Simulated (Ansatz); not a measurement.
FO (SMILES [O]F), doublet, geometry from GFN2-xTB, atoms displaced at random by about 0.08 Å a coordinate; B3LYP/6-31G, gradient run with Ansatz (a first-principles code).

The Ansatz input:
Ansatz 0.2 input:
```yaml
crystal:
  periodic: [false, false, false]
  atoms:
    - {symbol: O, position_ang: [0.04441452, 0.03956901, -0.76629494]}
    - {symbol: F, position_ang: [0.07162823, -0.01354503, 0.49830759]}
basis:
  gaussian:
    orbitals: 6-31G
hamiltonian:
  xc: b3lyp
magnetization: {spin_polarized: true, initial_magnetization: 1}
output: {forces: true}
```

Output, abridged:

```
Functional definition: B3LYP
155 factors; integrals over basis functions are off by at most 1.2e-4 eV
mean field evaluation 1: about -4756.2759 eV, gradient 1.3e1 eV
mean field evaluation 2: about -4755.1356 eV, gradient 2.4e1 eV
mean field evaluation 4: about -4757.0738 eV, gradient 8.5e-1 eV
mean field evaluation 8: about -4757.1054 eV, gradient 1.1e-2 eV
mean field evaluation 16: about -4757.1054 eV, gradient 1.5e-6 eV
mean field -4757.10544823 eV, -174.8204007404 hartree, gradient 1.5e-6 eV, S^2 0.751715; 0 other end points of the search recorded, 0 dependent functions left out
the calculation of the forces begins
reference -4757.10551499 eV, -174.8204031941 hartree; 9, 8 occupied and 9, 10 virtual orbitals, 155 factors
Total energy: -4757.10551499 eV, -174.8204031941 hartree
Atom 0 at     0.044415     0.039569    -0.766295 Å, force    -0.170358     0.332494    -7.916413 eV/Å
Atom 1 at     0.071628    -0.013545     0.498308 Å, force     0.170358    -0.332494     7.916413 eV/Å
Dipole moment:     0.001004    -0.001960     0.046667 e Å
```
